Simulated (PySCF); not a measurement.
## Polarisability of `C[NH2+]CC(C)(C)C`

Species: C6H16N (charge +1).
SMILES with atom numbers: `[CH3:1][NH2+:2][CH2:3][C:4]([CH3:5])([CH3:6])[CH3:7]` (hydrogens: H8, H9, H10 on C1; H11, H12 on N2; H13, H14 on C3; H15, H16, H17 on C5; H18, H19, H20 on C6; H21, H22, H23 on C7)

Geometry (GFN2-xTB, Å), atoms numbered from 1 in this order:
```
atom  x, y, z in Å
C1     2.8133    0.2949    0.7520
N2     1.3691    0.0104    0.8260
C3     0.6401    0.2459   -0.4476
C4    -0.8646   -0.0620   -0.3248
C5    -1.4860    0.2216   -1.6946
C6    -1.0765   -1.5333    0.0411
C7    -1.5062    0.8453    0.7279
H8     3.2887    0.1048    1.7122
H9     3.2779   -0.3381   -0.0017
H10    2.9723    1.3369    0.4810
H11    1.2164   -0.9708    1.0940
H12    0.9307    0.5981    1.5473
H13    1.0860   -0.3863   -1.2177
H14    0.7824    1.2897   -0.7342
H15   -1.3448    1.2612   -1.9780
H16   -1.0423   -0.4082   -2.4609
H17   -2.5526    0.0216   -1.6715
H18   -2.1356   -1.7695   -0.0055
H19   -0.5643   -2.1890   -0.6594
H20   -0.7470   -1.7634    1.0538
H21   -2.5841    0.7148    0.7109
H22   -1.1770    0.6093    1.7393
H23   -1.3007    1.8929    0.5204
```

Level: PBE0/def2-SVPD (PySCF), static field, nuclei fixed, core orbitals frozen in the response. The polarisability tensor in these axes (au):

```
x   84.57  0.90  4.84
y    0.90 72.06  0.16
z    4.84  0.16 74.44
```

Q: Diagonalise the tensor; give its mean and Δα, where Δα² is half the sum of the squared differences of the eigenvalues.

A: Principal values 71.95, 72.56 and 86.56 au; mean 77.02 au = 11.41 Å³ = 12.70 × 10⁻⁴⁰ C²·m²/J; Δα = 14.32 au (19 % of the mean).

Q: Give the principal axes and the span of the nuclei along them.

A: Largest value along (0.93, 0.06, 0.37), where the nuclei span 6.67 Å; middle along (-0.33, -0.32, 0.89), 3.46 Å; least along (-0.17, 0.95, 0.28), 4.31 Å. The strongest response lies along the longest span, while the other two are in reverse order.

Q: Rayleigh depolarisation ratio (linearly polarised light, static tensor)?

A: ρ = 3Δα²/(45ᾱ² + 4Δα²) = 615.0/(266976 + 820.0) = 0.0023.

Q: Form Σ f/ω² (atomic units) for the 6 lowest TDDFT singlets, given as eV and f, and set it beside the mean polarisability, which is this sum over all singlets: 8.08, 0.0082; 8.15, 0.0134; 8.23, 0.0270; 9.02, 0.0000; 9.28, 0.0041; 9.33, 0.0008.

A: They add up to 0.58 au, 0.8 % of the 77.02 au; the largest single term is 0.30 au, from the state at 8.23 eV. Terms in order: 0.09, 0.15, 0.30, 0.00, 0.03, 0.01 au. Higher excitations give the rest. The strengths listed sum to 0.053.

Q: What are the principal values of the traceless quadrupole moment, Θ = ½Σq(3rr − r²1), about the centre of nuclear charge?

A: -8.99, -8.40, 17.39 D·Å. The values depend on the origin, since the species is charged. The electronic extent ⟨r²⟩ about the same centre is 1006 bohr², a root-mean-square distance of 2.20 Å for the 58 electrons.

Geometry: GFN2-xTB, one conformer, isolated ion.
